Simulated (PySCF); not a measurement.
**Excitation energy of O⁺ by level of theory**

O⁺ [He] 2s2 2p3 (4S) → O⁺ [He] 2s2 2p2 3d1 (high-spin determinant), as a difference of total energies. All numbers are calculated (PySCF 2.14, the spin-free X2C one-electron Hamiltonian (Gaussian nucleus), in x2c-TZVPPall with one added diffuse shell each of s, p, d type (6s4p3d1f, 40 functions)). Correlated levels: valence: 1s2 frozen; valence and next inner shell: nothing frozen. The calculations carry no spin-orbit coupling.

| method | excitation energy (eV) |
| --- | --- |
| UHF | 31.096 |
| LDA | 30.858 |
| PBE | 30.379 |
| PBE0 | 30.697 |
| r2SCAN | 31.074 |
| M06 | 30.962 |
| TPSSh | 30.646 |
| MN15 | 30.980 |
| BLYP | 30.171 |
| MP2 (valence) | 31.390 |
| SCS-MP2 (valence) | 31.163 |
| MP2 (valence and next inner shell) | 31.404 |
| SCS-MP2 (valence and next inner shell) | 31.173 |

How much does correlation contribute at MP2 (valence and next inner shell)?

31.404 − (31.096) = 0.308 eV, measured against UHF.

A first-order spin-orbit estimate (lowest level to lowest level, LS coupling) adds -0.018 eV.

The promoted electron is Rydberg-like, and one or two diffuse shells describe it only roughly, which tends to raise the upper state.

The determinant of the upper state mixes LS terms, which raises its energy above the lowest term, most at the Hartree-Fock and MP2 levels.
